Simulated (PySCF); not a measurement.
hydronium (H3O), SMILES [OH3+], charge +1.

The structure is a stationary point at B3LYP-D3(BJ)/def2-TZVPD.

Lowest vertical singlet excitation by several levels in PySCF, with rough processor times relative to the cheapest run on one machine. Each run also gave further roots (ADC and EOM-CCSD ionised and attached states too); roots are paired by order and the bases differ. EOM-CCSD serves as a yardstick, not as the true value; all levels that ended soundly for this molecule are listed, with differences from unrounded values.

```csv
level,relative cost,S1 (eV),S1 minus EOM-CCSD (eV)
ADC(2)/aug-cc-pVDZ,1,11.51,-0.19
TDA-PBE/def2-TZVPD,2,10.85,-0.86
TDA-CAM-B3LYP/def2-TZVPD,3,11.33,-0.37
EOM-CCSD/aug-cc-pVDZ,3,11.70,0.00
TDA-M06-2X/def2-TZVPD,10,11.67,-0.03
```

Question: Which is the cheapest level here that lands within 0.5 eV of EOM-CCSD?

Answer: ADC(2)/aug-cc-pVDZ, at about 30 % of the cost of EOM-CCSD.
